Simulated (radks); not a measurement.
Ne III, 8 electrons, occupied as [He] 2s1 2p5 (not the ground configuration). Calculated with a radial shooting solver on a logarithmic mesh with Libxc functionals: Dirac Kohn-Sham, B86b exchange with PBE correlation, spin-unpolarised, spherical densities, finite nucleus; open shells fill j = l - 1/2 first; Fermi nuclear charge, rms radius 3.0055 fm.

Normalised radial functions P(r) = r R(r) (large component), r in bohr:

r,1s1/2,2s1/2,2p1/2
0.006127,0.3534,0.0900,0.0013
0.00837,0.4717,0.1201,0.0023
0.01134,0.6200,0.1577,0.0042
0.01537,0.8064,0.2049,0.0075
0.02083,1.0340,0.2621,0.0132
0.02824,1.3006,0.3283,0.0233
0.03827,1.5939,0.3991,0.0406
0.05186,1.8863,0.4650,0.0696
0.07085,2.1353,0.5091,0.1183
0.09603,2.2601,0.5021,0.1930
0.1301,2.1983,0.4122,0.3033
0.1764,1.9104,0.2089,0.4547
0.239,1.4291,-0.1152,0.6415
0.324,0.8760,-0.5193,0.8392
0.4391,0.4128,-0.9011,1.0002
0.5998,0.1324,-1.1227,1.0602
0.8129,0.0272,-1.0731,0.9687
1.102,0.0030,-0.7930,0.7415
1.493,0.0001,-0.4370,0.4554
2.024,0.0000,-0.1679,0.2108
2.743,0.0000,-0.0403,0.0667

1s1/2: eigenvalue -881.23 eV, 0 radial nodes, <r> = 0.158 bohr, 90 % of the charge inside 0.282 bohr. 2s1/2: eigenvalue -78.021 eV, 1 radial node at r = 0.217 bohr, <r> = 0.831 bohr, 90 % of the charge inside 1.31 bohr. 2p1/2: eigenvalue -54.707 eV, 0 radial nodes, <r> = 0.814 bohr, 90 % of the charge inside 1.37 bohr.
